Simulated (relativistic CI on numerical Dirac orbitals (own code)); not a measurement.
Sensitivity of the levels of Br⁺ to α and to the nuclear radius

Computed by Dirac-Coulomb-Breit CI, KLI orbitals optimised for each configuration, valence Slater integrals scaled by 0.85, P86 correlation energy added to each configuration, derivatives by finite differences, QED left out (own radial code, finite nucleus).

Configuration list (outside the closed core [Ar] 3d10): 4s2 4p4, 4s2 4p3 5s, 4s 4p5, 4s2 4p3 4d, 4s2 4p3 5p, 4p6, 4s 4p4 4d. Double excitations out of closed p, d and f shells are left out; levels of such configurations are missing from the list, as are those of other unlisted configurations, and high levels can miss mixing partners.

With x = (α/α₀)² − 1 an excitation energy changes as ω = ω₀ + qx; K = 2q/ω₀ is the relative enhancement. Terms are leading LS components, so labels can repeat. The field-shift factor is F = δν/δ⟨r²⟩ for the transition from the lowest level.

Lowest level 4s2 4p4 3P_2.

```csv
Level,ω₀ (cm⁻¹),q (cm⁻¹),F (GHz/fm²)
4s2 4p4 3P_1,3069.6,3469,-0.0188
4s2 4p4 3P_0,3773.4,3459,-0.0204
4s2 4p4 1D_2,12784.9,2643,0.0174
4s2 4p4 1S_0,27133.6,3616,-0.119
4s2 4p3 5s 5S°_2,97311.9,56.11,1.89
4s2 4p3 5s 3S°_1,102339.2,109.7,1.72
4s 4p5 3P°_2,102339.6,5067,-3.42
4s 4p5 3P°_1,104516.7,6565,-3.07
4s 4p5 3P°_0,105724.4,6808,-2.42
4s2 4p3 4d 5D°_3,107192.1,2025,0.819
4s2 4p3 4d 5D°_4,107210.1,2044,0.82
4s2 4p3 4d 5D°_2,107278.2,2300,0.748
4s2 4p3 4d 5D°_1,107433.7,2966,0.471
4s2 4p3 4d 5D°_0,107655.7,4400,-0.213
4s2 4p3 5s 3D°_1,113920.8,-425.4,1.75
4s2 4p3 5s 3D°_2,114218.6,-129.7,1.77
4s2 4p3 5s 3D°_3,114906.2,1148,1.75
4s2 4p3 4d 3D°_2,116210.2,-124.5,1.29
4s2 4p3 5p 5P_1,117179.9,651.4,1.08
4s2 4p3 4d 3D°_1,117197.0,1967,0.944
4s2 4p3 4d 3D°_3,117201.5,1897,1.03
4s2 4p3 5p 5P_2,117316.3,745.5,1.08
4s2 4p3 5p 5P_3,117620.0,1115,1.08
```

Correlation outside the listed configurations is missing or only estimated: errors of thousands of cm⁻¹ between configurations and terms are usual at this charge. Rates and lifetimes follow the computed energies and can be off by large factors. The fine structure of a lone outer electron comes out too small, for d and f at times inverted, and misplaced configurations move strength between like terms.

**Question.** Which transition from the lowest level has the largest |K|?

**Answer.** 4s2 4p4 3P_1 at 3069.6 cm⁻¹, K = 2.26.
